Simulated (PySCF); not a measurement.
**Correlation energy of Xe+ (xenon, charge +1)**

[Kr] 4d10 5s2 5p5, 2P determinant. All numbers are calculated (PySCF 2.14, a scalar-relativistic core potential, in def2-TZVP with the def2 core potential (28 electrons) (6s5p3d2f, 50 functions)). Frozen: 4s2 4p6 4d10; 7 electrons correlated.

MP2 pair energies summed by pair of shells (mhartree):

```json
{"pair": "5p-5p", "energy": "-71.82", "share (%)": "62.0"}
{"pair": "5s-5p", "energy": "-37.44", "share (%)": "32.3"}
{"pair": "5s-5s", "energy": "-6.54", "share (%)": "5.6"}
```

Total MP2 correlation energy: -115.80 mhartree.

Same-spin part -26.10 and opposite-spin part -89.70 mhartree; SCS-MP2 scales them by 1/3 and 6/5 to -116.34 mhartree.

```csv
level,correlation energy (mhartree)
CCSD,-134.44
(T),-3.56
CCSD(T),-138.00
```

Diagnostics: T1 = 0.0060, D1 = 0.0194, largest double amplitude 0.046.

Task: Is a single reference adequate?

Result: Yes, within this model without spin-orbit coupling: T1 lies below 0.03 and no double amplitude reaches 0.07.
